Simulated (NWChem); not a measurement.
System: Si$_{2}$H$_{3}$ cation, singlet

Here is an NWChem input.

```
start job
memory heap 200 mb stack 700 mb global 900 mb
charge 1
geometry units angstroms noautosym nocenter noautoz
  Si     0.000000     0.000000     1.332612
  Si     0.000000     0.000000    -1.075436
  H      1.209014    -0.792717    -1.449729
  H      0.082007     1.443395    -1.449729
  H     -1.291020    -0.650678    -1.449729
end
basis spherical
  * library def2-svpd
end
dft
  xc bhlyp
  iterations 150
end
tddft
  nroots 6
  notriplet
end
task tddft energy
```

Low-valent species are run as closed-shell singlets; no triplet was tried in these runs. The geometry was optimised at PBE0/def2-SVP.

Vertical excitations in the gas phase.

Q: Predict the main results of this run. (BHandHLYP/def2-SVPD, full TDDFT.) Quantities: lowest excitation, singlet (eV); oscillator strength of that lowest state; orbital gap (eV).

A: 
```
Property                                  Result
----------------------------------------  ------
lowest excitation, singlet (eV)             1.74
oscillator strength of that lowest state   0.002
orbital gap (eV)                            5.23
```
